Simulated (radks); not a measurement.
Q: Ionisation of neutral aluminium, [Ne] 3s2 3p1, to [Ne] 3s2 as the strength of local exchange is varied. All-electron calculation, scalar-relativistic Kohn-Sham, Slater X-alpha exchange (alpha = 2/3 is LDA exchange), no correlation, spin-polarised, spherical densities, point nucleus; open shells are filled with parallel spins first. Program: a radial shooting solver on a logarithmic mesh with Libxc functionals.

alpha  E(Al) (hartree)  exchange (hartree)  IE (eV)  -e of the level emptied (eV)  <r> of it (bohr)
0.601       -239.19044           -14.78197    4.739                    1.986 (3p)             3.717
0.667       -240.81865           -16.49988    5.157                    2.341 (3p)             3.567
0.725       -242.25723           -18.02486    5.539                    2.672 (3p)             3.449
0.806       -244.27835           -20.17850    6.094                    3.165 (3p)             3.302
1.01        -249.43074           -25.72572    7.606                    4.552 (3p)             3.002
1.029       -249.91514           -26.25134    7.755                    4.692 (3p)             2.978
x           -242.30696           -18.07770    5.552                    2.684 (3p)             3.445

Which alpha was used in the last row?

A: alpha = 0.727. NIST Atomic Spectra Database: 5.986 eV (measured). The Delta-SCF value meets it near alpha = 0.79. Open shells are spherical and high-spin; term and fine-structure splittings are not resolved.
